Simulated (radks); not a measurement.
The numbers below are computed, except where a source is named.
Zr3+, configuration [Kr] 4d1. Code: a radial shooting solver on a logarithmic mesh with Libxc functionals. Model: Dirac Kohn-Sham, LDA (Slater exchange, Perdew-Wang correlation), spin-unpolarised, spherical densities, point nucleus; open shells fill j = l - 1/2 first. Some entries of the table are withheld. Estimate them.

| orbital | occ. | eigenvalue (eV) | r(max) (bohr) |
|---|---|---|---|
| 1s1/2 | 2 | -17819.14 | 0.02417 |
| 2s1/2 | 2 | -2493.228 | 0.1373 |
| 2p1/2 | 2 | -2286.366 | (1) |
| 2p3/2 | 4 | -2200.661 | (2) |
| 3s1/2 | 2 | -431.2214 | 0.4088 |
| 3p1/2 | 2 | -354.1813 | 0.3964 |
| 3p3/2 | 4 | -340.5096 | 0.4056 |
| 3d3/2 | 4 | -204.1443 | 0.3450 |
| 3d5/2 | 6 | -201.6434 | 0.3477 |
| 4s1/2 | 2 | -81.5858 | 1.073 |
| 4p1/2 | 2 | -60.5284 | 1.153 |
| 4p3/2 | 4 | -58.6538 | 1.178 |
| 4d3/2 | 1 | (3) | (4) |
| 4d5/2 | 0 | (5) | (6) |

Answer. 
(1) 2p1/2 r(max) (bohr): 0.1070
(2) 2p3/2 r(max) (bohr): 0.1106
(3) 4d3/2 eigenvalue (eV): -28.4678
(4) 4d3/2 r(max) (bohr): 1.498
(5) 4d5/2 eigenvalue (eV): -28.2784
(6) 4d5/2 r(max) (bohr): 1.509
